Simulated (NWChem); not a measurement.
The numbers come from NWChem runs, not from measurements. System: CH5Si, charge 0, spin multiplicity 2, at a geometry optimised with UPBE/def2-SVP. The structure started from a generated list of species. Its SCF solution wasn't tested for a lower state. Level: ROCCSD(T)/3-21G, 6 core orbitals frozen.

Job file:

```
start mol
memory heap 100 mb stack 700 mb global 1900 mb
geometry units angstroms nocenter noautoz noautosym
  C      1.271650    -0.145689     0.008626
  Si    -0.572899     0.068380    -0.002058
  H      1.970171     0.664939    -0.259151
  H      1.751059    -1.107884     0.258783
  H     -1.186249    -0.477070     1.263469
  H     -0.935367     1.521618    -0.138076
  H     -1.208933    -0.684784    -1.147971
end
basis spherical
  * library 3-21g
end
scf
  rohf
  nopen 1
  maxiter 100
  thresh 1e-7
  semidirect memsize 60000000 filesize 0
  # guess.movecs holds the orbitals of an unrestricted PBE0 run
  vectors input guess.movecs output mol.movecs
end
tce
  freeze core 6
  ccsd(t)
  2eorb
  2emet 13
  thresh 1e-6
  maxiter 100
  tilesize 24
end
task tce energy
```

Part of the output:

```
             Northwest Computational Chemistry Package (NWChem) 7.3.0
             --------------------------------------------------------

                                NWChem Input Module
                                -------------------

 Scaling coordinates for geometry "geometry" by  1.889725989
 (inverse scale =  0.529177249)

                             Geometry "geometry" -> ""
                             -------------------------

 Output coordinates in angstroms (scale by  1.889725989 to convert to a.u.)

  No.       Tag          Charge          X              Y              Z
 ---- ---------------- ---------- -------------- -------------- --------------
    1 C                    6.0000     1.27165000    -0.14568900     0.00862600
    2 Si                  14.0000    -0.57289900     0.06838000    -0.00205800
    3 H                    1.0000     1.97017100     0.66493900    -0.25915100
    4 H                    1.0000     1.75105900    -1.10788400     0.25878300
    5 H                    1.0000    -1.18624900    -0.47707000     1.26346900
    6 H                    1.0000    -0.93536700     1.52161800    -0.13807600
    7 H                    1.0000    -1.20893300    -0.68478400    -1.14797100

 Effective nuclear repulsion energy (a.u.)      55.3798644922

            Nuclear Dipole moment (a.u.)
            ----------------------------
        X                 Y               Z
 ---------------- ---------------- ----------------
    -0.0000094486     0.0000094486    -0.0000037795


 Summary of "ao basis" -> "" (spherical)
 ------------------------------------------------------------------------------
       Tag                 Description            Shells   Functions and Types
 ---------------- ------------------------------  ------  ---------------------
 *                           3-21g                    on all atoms

 Summary of "ao basis" -> "ao basis" (spherical)
 ------------------------------------------------------------------------------
       Tag                 Description            Shells   Functions and Types
 ---------------- ------------------------------  ------  ---------------------
[...]
      Beta frozen virtuals :     0
         Spin multiplicity : doublet
    Number of AO functions :    32
       Number of AO shells :    22
        Use of symmetry is : off
      Symmetry adaption is : off
         Schwarz screening : 0.10D-09

          Correlation Information
          -----------------------
          Calculation type : Coupled-cluster singles & doubles w/ perturbation
   Perturbative correction : (T)
            Max iterations :      100
        Residual threshold : 0.10D-05
     T(0) DIIS level shift : 0.00D+00
     L(0) DIIS level shift : 0.00D+00
     T(1) DIIS level shift : 0.00D+00
     L(1) DIIS level shift : 0.00D+00
     T(R) DIIS level shift : 0.00D+00
     T(I) DIIS level shift : 0.00D+00
   CC-T/L Amplitude update :  5-th order DIIS
                I/O scheme : Global Array Library
        L-threshold :  0.10D-05
        EOM-threshold :  0.10D-05
 no EOMCCSD initial starts read in
 TCE RESTART OPTIONS
 SLICE:      F
 D4D5:       F
 quantumc:   F
 qrotation:  F
 pwtce:      F
 qducc:      F
 nacto:                         0
 nrotv:                         0
 nrot:                          0

            Memory Information
            ------------------
          Available GA space size is     249034752 doubles
          Available MA space size is     104855428 doubles

 Maximum block size supplied by input
 Maximum block size        24 doubles

 tile_dim =     19

 -------------------------------------------------

 Global array virtual files algorithm will be used

 Parallel file system coherency ......... OK

 4-electron integrals stored in orbital form

 v2    file size   =           216690
 4-index algorithm nr.  13 is used
 imaxsize =       30
 imaxsize ichop =        0


CCSD iterations
 ---------------------------------------------------------
 Iter          Residuum       Correlation     Cpu    Wall
 ---------------------------------------------------------
    1   0.1216210125289  -0.1335344971441     0.0     0.0
    2   0.0413141541373  -0.1556115539338     0.0     0.0
    3   0.0169049577478  -0.1618004824942     0.0     0.0
    4   0.0074496642090  -0.1641242490048     0.0     0.0
    5   0.0037795223924  -0.1649600749900     0.0     0.0
    6   0.0008557446479  -0.1656664349534     0.0     0.0
    7   0.0003793038045  -0.1656640696805     0.0     0.0
    8   0.0001943234702  -0.1656709964655     0.0     0.0
    9   0.0001033956886  -0.1656700353792     0.0     0.0
   10   0.0000565714707  -0.1656729797269     0.0     0.0
   11   0.0000132117620  -0.1656741482812     0.0     0.0
   12   0.0000051856456  -0.1656751711435     0.0     0.0
   13   0.0000038111490  -0.1656754518457     0.0     0.0
   14   0.0000019891177  -0.1656756222892     0.0     0.0
   15   0.0000018477411  -0.1656756227671     0.0     0.0
   16   0.0000002920430  -0.1656757030735     0.0     0.0
 -----------------------------------------------------------------
 Iterations converged
 CCSD correlation energy / hartree =        -0.165675703073476
 CCSD total energy / hartree       =      -328.057857468065663

 Singles contributions

 Doubles contributions
 CCSD(T)
 Using plain CCSD(T) code
             total no. of tasks           20
 total no. of tasks / no. procs           20
                         wl_min          216           2.4
                         wl_max      1481544          10.7
        thresh for no. of tasks           20

 CCSD[T]  correction energy / hartree =        -0.002996036963156
 CCSD[T] correlation energy / hartree =        -0.168671740036632
 CCSD[T] total energy / hartree       =      -328.060853505028831
 CCSD(T)  correction energy / hartree =        -0.002869795594068
 CCSD(T) correlation energy / hartree =        -0.168545498667544
 CCSD(T) total energy / hartree       =      -328.060727263659714

 Task  times  cpu:        1.9s     wall:        1.9s

 Total times  cpu:        1.9s     wall:        1.9s
```
